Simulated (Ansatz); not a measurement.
Cost against result

Saddle point of CH7ClSn, closed shell (CH₆Sn ([CH3][SnH3]) + HCl → SnH₃Cl ([Cl][SnH3]) + CH₄; bonds formed: Sn1–Cl7, C2–H6; bonds broken: Sn1–C2, H6–Cl7), PBE0-D4/def2-TZVP structure:

Sn1  (-1.049, -0.489, -0.431)
C2  (1.153, 0.006, 0.243)
H3  (-0.435, -2.012, -0.965)
H4  (-2.076, -0.752, 0.885)
H5  (-1.523, 0.407, -1.782)
H6  (0.235, 0.939, 0.455)
Cl7  (-0.887, 2.148, 0.746)
H8  (1.757, 0.797, 0.705)
H9  (1.244, -0.870, 0.885)
H10  (1.582, -0.175, -0.743)
(Å)

Barriers are electronic and count from the start structure reached by relaxing down the imaginary mode.

Ansatz 0.2.0; basis: as named in each row; cores frozen in the correlated methods. Filled d shells of the heavier atoms are correlated. Core potentials replace the inner electrons of the atoms past krypton. The def2 sets are not built for correlating such inner shells, so the correlated values are less sure here. B3LYP uses VWN-RPA correlation. Extrapolation: Hartree–Fock as exp(−7.88 √X), correlation as X^−2.97.

Times are rough, for one single point on 4 threads of a shared host (Intel Xeon).

The estimate by CCSD(T) at an estimated basis limit (MP2 extrapolated from triple and quadruple zeta, plus CCSD(T) − MP2 in triple zeta) is 1.357 eV.

```tsv
method	basis	time (s)	barrier (eV)	method less estimate
SPW92	def2-SVP	under 1	0.861	-0.496
PBE-D4	def2-SVP	1	1.086	-0.271
PBE0-D4	def2-SVP	2	1.227	-0.130
SPW92	def2-TZVPP	2	0.889	-0.467
PBE-D4	def2-TZVPP	3	1.103	-0.253
BLYP-D4	def2-TZVPP	4	1.236	-0.120
BHLYP-D4	def2-TZVPP	4	1.457	0.100
B3LYP-D4	def2-TZVPP	5	1.328	-0.029
CAM-B3LYP-D4	def2-TZVPP	5	1.405	0.049
r2SCAN-D4	def2-TZVPP	5	1.136	-0.221
PBE0-D4	def2-TZVPP	6	1.227	-0.130
wB97M-V	def2-SVP	6	1.353	-0.004
CCSD(T)	def2-SVP	6	1.658	0.301
r2SCAN0-D4	def2-TZVPP	7	1.242	-0.115
RPA on PBE	def2-TZVPP	7	1.540	0.184
B2PLYP	def2-TZVPP	8	1.421	0.064
PBE-QIDH	def2-TZVPP	8	1.354	-0.003
wB97X-V	def2-TZVPP	10	1.394	0.037
wB97M-V	def2-TZVPP	10	1.354	-0.002
B97M-V	def2-TZVPP	11	1.279	-0.078
MP2	def2-QZVPP	28	1.337	-0.020
CCSD(T)	def2-TZVPP	97	1.510	0.154
```

All methods are single points on the PBE0-D4 structures.

The T1 diagnostic stays at or below 0.012.

Labels in which every atom is bracketed show which atoms are joined, not bond orders.
